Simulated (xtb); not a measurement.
C$_{2}$H$_{5}$O, doublet, geometry from GFN2-xTB; GFN2-xTB (xtb).

Input for xtb:
```
$ xtb mol.xyz --gfn 2 --uhf 1 --opt --json

# file mol.xyz
8

C      1.19309028    -0.36928823    -0.01550432
C     -0.00932706     0.48045677    -0.15550838
O     -1.20582994    -0.08620026     0.22487613
H     -1.93007401     0.51802160     0.03896304
H     -0.03898534     1.28106100    -0.87783908
H      2.07699739     0.24879310     0.13478836
H      1.06534748    -1.03511733     0.83459159
H      1.37077470    -0.99016743    -0.90343665
```

What the program printed (banner, timings and long lists left out):

```
   ID    Z sym.   atoms
    1    6 C      1, 2
    2    8 O      3
    3    1 H      4-8

           -------------------------------------------------
          |                Calculation Setup                |
           -------------------------------------------------

           -------------------------------------------------
          |                 G F N 2 - x T B                 |
           -------------------------------------------------

          ...................................................
          :                      SETUP                      :
          :.................................................:
          :  # basis functions                  17          :
          :  # atomic orbitals                  17          :
          :  # shells                           11          :
          :  # electrons                        19          :
          :  max. iterations                   250          :
          :  Hamiltonian                  GFN2-xTB          :
          :  restarted?                      false          :
          :  GBSA solvation                  false          :
          :  PC potential                    false          :
          :  electronic temp.          300.0000000     K    :
          :  accuracy                    1.0000000          :
          :  -> integral cutoff          0.2500000E+02      :
          :  -> integral neglect         0.1000000E-07      :
          :  -> SCF convergence          0.1000000E-05 Eh   :
          :  -> wf. convergence          0.1000000E-03 e    :
          :  Broyden damping             0.4000000          :
          :  net charge                          0          :
          :  unpaired electrons                  1          :
          ...................................................

 iter      E             dE          RMSdq      gap      omega  full diag
   1    -10.9158688 -0.109159E+02  0.316E+00    9.44       0.0  T
   2    -10.9214979 -0.562918E-02  0.176E+00    9.55       1.0  T
   3    -10.9221100 -0.612079E-03  0.515E-01    9.44       1.0  T
   4    -10.9221582 -0.481635E-04  0.132E-01    9.45       1.0  T
   5    -10.9221685 -0.103024E-04  0.478E-02    9.45       1.0  T
   6    -10.9221705 -0.203773E-05  0.138E-02    9.47       2.6  T
   7    -10.9221707 -0.171066E-06  0.436E-03    9.47       8.1  T
   8    -10.9221707 -0.504102E-08  0.111E-03    9.47      31.9  T
   9    -10.9221707 -0.589111E-08  0.365E-04    9.47      96.7  T
  10    -10.9221707 -0.337689E-09  0.364E-05    9.47     970.7  T

   *** convergence criteria satisfied after 10 iterations ***

         :::::::::::::::::::::::::::::::::::::::::::::::::::::
         ::                     SUMMARY                     ::
         :::::::::::::::::::::::::::::::::::::::::::::::::::::
         :: total energy             -10.808904568804 Eh    ::
         :: gradient norm              0.000075180450 Eh/a0 ::
         :: HOMO-LUMO gap              9.466141166793 eV    ::
         ::.................................................::
         :: SCC energy               -10.922170446485 Eh    ::
         :: -> isotropic ES            0.019613971956 Eh    ::
         :: -> anisotropic ES          0.002947119158 Eh    ::
         :: -> anisotropic XC          0.003028028587 Eh    ::
         :: -> dispersion             -0.002396678541 Eh    ::
         :: repulsion energy           0.113265877682 Eh    ::
         :: add. restraining           0.000000000000 Eh    ::
         :: total charge              -0.000000000000 e     ::
         :::::::::::::::::::::::::::::::::::::::::::::::::::::

      -----------------------------------------------------------
     |                   =====================                   |
     |                        A N C O P T                        |
     |                   =====================                   |
     |               Approximate Normal Coordinate               |
[...]
 * total energy  :   -10.8089046 Eh     change       -0.3648637E-11 Eh
   *** GEOMETRY OPTIMIZATION CONVERGED AFTER 1 ITERATIONS ***
         :: total energy             -10.808904568808 Eh    ::
[...]

         #    Occupation            Energy/Eh            Energy/eV
      -------------------------------------------------------------
         1        2.0000           -0.6965665             -18.9545
         2        2.0000           -0.6209845             -16.8978
         3        2.0000           -0.5788629             -15.7517
         4        2.0000           -0.5650535             -15.3759
         5        2.0000           -0.5072690             -13.8035
         6        2.0000           -0.5009157             -13.6306
         7        2.0000           -0.4652816             -12.6610
         8        2.0000           -0.4632104             -12.6046
         9        2.0000           -0.4433979             -12.0655
        10        1.0000           -0.2755782              -7.4989 (HOMO)
        11                          0.0722962               1.9673 (LUMO)
        12                          0.1321382               3.5957
        13                          0.1785862               4.8596
        14                          0.1916584               5.2153
        15                          0.2122819               5.7765
        16                          0.2578112               7.0154
        17                          0.3603311               9.8051
      -------------------------------------------------------------
                  HL-Gap            0.3478744 Eh            9.4661 eV
             Fermi-level           -0.2305645 Eh           -6.2740 eV

     #   Z          covCN         q      C6AA      α(0)
     1   6 C        3.751    -0.105    22.561     6.774
     2   6 C        2.756     0.031    27.296     8.556
     3   8 O        1.658    -0.377    20.414     6.099
     4   1 H        0.805     0.294     0.740     1.351
     5   1 H        0.926     0.004     2.982     2.701
     6   1 H        0.925     0.044     2.391     2.418
     7   1 H        0.925     0.061     2.188     2.313
     8   1 H        0.923     0.048     2.349     2.397

 Mol. C6AA /au·bohr⁶  :        465.432693
 Mol. C8AA /au·bohr⁸  :       9702.549978
 Mol. α(0) /au        :         32.608115

Wiberg/Mayer (AO) data.
largest (>0.10) Wiberg bond orders for each atom

 ---------------------------------------------------------------------------
     #   Z sym  total        # sym  WBO       # sym  WBO       # sym  WBO
 ---------------------------------------------------------------------------
     1   6 C    3.997 --     2 C    1.071     7 H    0.979     6 H    0.975
                             8 H    0.947
     2   6 C    3.292 --     3 O    1.195     1 C    1.071     5 H    0.974
     3   8 O    2.142 --     2 C    1.195     4 H    0.899
     4   1 H    0.914 --     3 O    0.899
     5   1 H    1.000 --     2 C    0.974
     6   1 H    0.998 --     1 C    0.975
     7   1 H    0.996 --     1 C    0.979
     8   1 H    0.996 --     1 C    0.947
 ---------------------------------------------------------------------------

Topologies differ in total number of bonds
Writing topology from bond orders to xtbtopo.mol

molecular dipole:
                 x           y           z       tot (Debye)
 q only:       -0.028       0.273      -0.126
   full:       -0.138       0.409      -0.301       1.338
molecular quadrupole (traceless):
                xx          xy          yy          xz          yz          zz
 q only:        2.207      -2.123      -0.774       0.481      -0.016      -1.434
  q+dip:        2.125      -3.234      -0.747       0.888      -0.415      -1.378
   full:        2.487      -3.163      -0.906       0.826      -0.262      -1.580

optimized geometry written to: xtbopt.xyz

           -------------------------------------------------
          | TOTAL ENERGY              -10.808904568808 Eh   |
          | GRADIENT NORM               0.000075164887 Eh/α |
          | HOMO-LUMO GAP               9.466144429483 eV   |
           -------------------------------------------------

normal termination of xtb
```
